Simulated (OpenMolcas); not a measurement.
## Rh3+: moving or changing the point charges

Rh3+ among 8 point charges of -1 e arranged as a cube (Oh), 2.14 Å from the ion.

* Program: OpenMolcas 26.06
* Method: SS-CASPT2, IPEA 0.25 Eh, imaginary shift 0.1 Eh (closed shells correlated: 4s 4p)
* Basis: ANO-RCC-VDZP [6s5p3d1f]
* Scalar Hamiltonian: DKH2, point nucleus
* Active space: 6 electrons in 5 orbitals (4d)
* State averaging: 2S+1 = 5 even, 5 roots; 2S+1 = 3 even, 45 roots; 2S+1 = 1 even, 50 roots
* Spin-orbit coupling: RASSI with atomic mean-field integrals over the reference wave functions

Runs around this geometry, states (labels of O, the rotations of Oh). Energies in cm-1 above the lowest state or level, χT in cm3 K/mol.

```
R (Å)  q (e)  Ground state  First state of that spin  First gap with spin-orbit (degeneracies)  χT at 300 K  First state of another spin
 2.14   -0.5            5E                  5T2 1760                                100 (1, 3)        4.993                    3T1 18030
 1.95     -1            5E                  5T2 5440                                110 (1, 3)        3.902                    3T1 16050
 2.14     -1            5E                  5T2 3590                                120 (1, 3)        4.308                    3T1 17260
  2.4     -1            5E                  5T2 2120                                110 (1, 3)        4.835                    3T1 17940
```

Taking the first state of the same spin as R^-n, n = -ln(2120 / 5440) / ln(2.4 / 1.95) = 4.5 between the shortest and longest distance.

Scaling the charges by -0.5 / -1 = 0.50 scales the first state of the same spin by 1760 / 3590 = 0.49; with fixed orbitals a first-order splitting would follow the charge.

Roots that are degenerate in the reference are averaged as groups; the widest CASPT2 spread within a group is 390 cm-1 (the 3-fold group of multiplicity 3 near 46300 cm-1 above the lowest state of its run, R = 2.14, q = -0.5). Shifts and gaps below about the spread of the groups concerned are not significant. An orbital doublet at a regular site is open to a Jahn-Teller distortion, which this geometry leaves out. Point charges give a weaker field than real ligands, and real ions of this kind are as a rule low spin; the high spin found here belongs to the model. Free-ion shares, where given, are those of the reference states; single-state CASPT2 does not remix them. The ground term spreads over less than 5000 cm-1, several times less than with real ligands, so orbital moments are less quenched and χT lies further from the spin-only value than at real sites (holds for R = 2.14, q = -0.5; R = 2.14, q = -1; R = 2.4, q = -1). This is an electrostatic model: the charges have no orbitals. No measured value stands beside these numbers.
